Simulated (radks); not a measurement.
The numbers below are computed, except where a source is named.
Coulomb parameter of the 4d shell of neutral silver in the model configuration [Kr] 4d9.5 5s1.5, as a second difference U = [E(n + 0.5) + E(n - 0.5) - 2 E(n)] / (0.5)^2 with all orbitals relaxed. "Bare": the charge of the atom changes with n. "Screened": the 5s shell takes up the change at fixed total charge, which measures U(4d,4d) + U(5s,5s) - 2 U(4d,5s). Level of theory: scalar-relativistic Kohn-Sham, PBE, spin-unpolarised, spherical densities, point nucleus (a radial shooting solver on a logarithmic mesh with Libxc functionals).

| case | configuration | E - E(n) (eV) |
|---|---|---|
| start | [Kr] 4d9.5 5s1.5 | 0.000 |
| bare +0.5 | [Kr] 4d10 5s1.5 | -3.219 |
| bare -0.5 | [Kr] 4d9 5s1.5 | 5.939 |
| screened +0.5 | [Kr] 4d10 5s1 | -1.773 |
| screened -0.5 | [Kr] 4d9 5s2 | 2.303 |

U(bare) = 10.878 eV, U(screened by 5s) = 2.120 eV, against the Slater integral F0(4d,4d) = 18.014 eV with frozen orbitals. The step up makes a negative ion, whose loosely bound charge lowers the bare value.
